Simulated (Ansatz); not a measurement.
Reactions of ClH$_{3}$O$_{2}$Sn, SMILES `[OH][SnH]([OH])[Cl]`.

Program: Ansatz. Geometries: PBE0-D4/def2-TZVP. ΔE: electronic, gas phase. CCSD(T)/CBS adds triple-zeta CCSD(T) − MP2 to the extrapolated MP2 energy (def2 sets, frozen cores). This one scheme is used for every species, atoms too. Functionals use def2-TZVPP. Open shells (•) are unrestricted, without spin–orbit coupling. Spin–orbit coupling would lower the free atoms: a little for Cl. def2 core potentials past Kr. For Sn outer-core shells are correlated without core-valence functions, so the limit isn't a true one: a few kJ/mol of doubt a bond, and 10 to 20 or more in all where bonds break to atoms. One conformer a species, not always the lowest.

| reaction | LDA (SPW92) (eV) |
| --- | --- |
| `[OH][SnH]([OH])[Cl]` + H₂ → `[OH][SnH2][Cl]` + H₂O | 0.03 |
| `[OH][SnH]([OH])[Cl]` → Cl• + `[OH][SnH][OH]`• | 4.48 |
| `[OH][SnH]([OH])[Cl]` + H₂O → `[OH][SnH]([OH])[OH]` + HCl | 0.67 |
| `[OH][SnH]([OH])[Cl]` + H• → `[OH][Sn]([OH])[Cl]`• + H₂ | -1.56 |
| `[OH][SnH]([OH])[Cl]` + HCl → `[OH][SnH]([Cl])[Cl]` + H₂O | -0.63 |

Task: Give the CCSD(T)/CBS values in the same order. (Estimate.)

Result: The calculation gave: 0.12, 4.19, 0.70, -1.39, -0.66 eV.

Largest T1 diagnostic: 0.018, for `[OH][SnH][OH]`•.
